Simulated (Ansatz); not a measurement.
C5H8, SMILES `C=C/C=C/C` (C–C–C–C torsion 180°) (charge 0, multiplicity 1).

All values below come from CAM-B3LYP/cc-pVTZ // B3LYP-D3(BJ)/def2-TZVP in Ansatz (a first-principles code).

Ansatz 0.2 input:
```yaml
crystal:
  periodic: [false, false, false]
  atoms:
    - { symbol: C, position_ang: [-2.654127, 0.157367, -0.242555] }
    - { symbol: C, position_ang: [-1.486474, -0.439827, 0.004886] }
    - { symbol: C, position_ang: [-0.190526, 0.193452, -0.145823] }
    - { symbol: C, position_ang: [0.974913, -0.410224, 0.103644] }
    - { symbol: C, position_ang: [2.319507, 0.22132, -0.04439] }
    - { symbol: H, position_ang: [-2.700327, 1.185845, -0.58197] }
    - { symbol: H, position_ang: [-3.595629, -0.35924, -0.114363] }
    - { symbol: H, position_ang: [-1.479606, -1.472365, 0.344087] }
    - { symbol: H, position_ang: [-0.19052, 1.226915, -0.484994] }
    - { symbol: H, position_ang: [0.96015, -1.443709, 0.442161] }
    - { symbol: H, position_ang: [2.240935, 1.253972, -0.386759] }
    - { symbol: H, position_ang: [2.937521, -0.329924, -0.759864] }
    - { symbol: H, position_ang: [2.86418, 0.216416, 0.904833] }
basis:
  gaussian: { orbitals: cc-pVTZ }
hamiltonian:
  xc: cam_b3lyp
```

Output:

```
Functional definition: CAM-B3LYP
1300 factors; their error is unknown
363 factors; integrals over basis functions are off by at most 1.2e-5 eV
mean field evaluation 1: about -5306.5293 eV, gradient 5.4e1 eV
mean field evaluation 2: about -5309.0009 eV, gradient 4.3e1 eV
mean field evaluation 4: about -5313.2888 eV, gradient 2.1e0 eV
mean field evaluation 8: about -5313.2974 eV, gradient 5.9e-2 eV
mean field evaluation 16: about -5313.2825 eV, gradient 5.8e-5 eV
mean field -5313.28254684 eV, -195.2595321240 hartree, gradient 5.8e-5 eV, S^2 0.000000; 0 other end points of the search recorded, 0 dependent functions left out
reference -5313.28268338 eV, -195.2595371418 hartree; 19, 19 occupied and 243, 243 virtual orbitals, 1300 factors
Total energy: -5313.28268338 eV, -195.2595371418 hartree
```
